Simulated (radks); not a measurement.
Dispersion coefficients C6 (hartree bohr^6) between ground-configuration atoms and ions, from the Casimir-Polder integral (3/pi) of alpha_A(iw) alpha_B(iw). Method: non-relativistic Kohn-Sham, LB94 model potential, spin-polarised, spherical densities, point nucleus; open shells are filled with parallel spins first; computed with a radial shooting solver on a logarithmic mesh with Libxc functionals. Response by self-consistent Sternheimer equations with the Hartree and adiabatic LDA kernel. For heavy and open-shell atoms this level of theory can miss by tens of per cent.

\begin{tabular}{lrrrrrrrrr}
C6 & K & Ca+ & Sc2+ & Ti3+ & V4+ & Cr5+ & Mn6+ & Fe7+ & Co8+ \\ \hline
K & 2012 &  &  &  &  &  &  &  &  \\
Ca+ & 844.2 & 384.2 &  &  &  &  &  &  &  \\
Sc2+ & 94.57 & 51.88 & 13.15 &  &  &  &  &  &  \\
Ti3+ & 54.27 & 30.69 & 8.725 & 5.930 &  &  &  &  &  \\
V4+ & 36.12 & 20.72 & 6.258 & 4.319 & 3.180 &  &  &  &  \\
Cr5+ & 25.87 & 14.97 & 4.700 & 3.280 & 2.435 & 1.876 &  &  &  \\
Mn6+ & 19.38 & 11.28 & 3.644 & 2.564 & 1.916 & 1.484 & 1.179 &  &  \\
Fe7+ & 14.99 & 8.768 & 2.893 & 2.049 & 1.539 & 1.198 & 0.9550 & 0.7762 &  \\
Co8+ & 11.87 & 6.973 & 2.340 & 1.667 & 1.258 & 0.9825 & 0.7860 & 0.6406 & 0.5299 \\
\end{tabular}

Static polarisabilities (bohr^3): K ([Ar] 4s1) 184.9, Ca+ ([Ar] 4s1) 59.53, Sc2+ ([Ar] 3d1) 4.229, Ti3+ ([Ar] 3d1) 2.254, V4+ ([Ar] 3d1) 1.452, Cr5+ ([Ar] 3d1) 1.020, Mn6+ ([Ar] 3d1) 0.7546, Fe7+ ([Ar] 3d1) 0.5778, Co8+ ([Ar] 3d1) 0.4541. The combination rule 2 Ca Cb / ((alpha_b/alpha_a) Ca + (alpha_a/alpha_b) Cb) gives 17.49 for V4+-Ca+, against 20.72 from the integral.
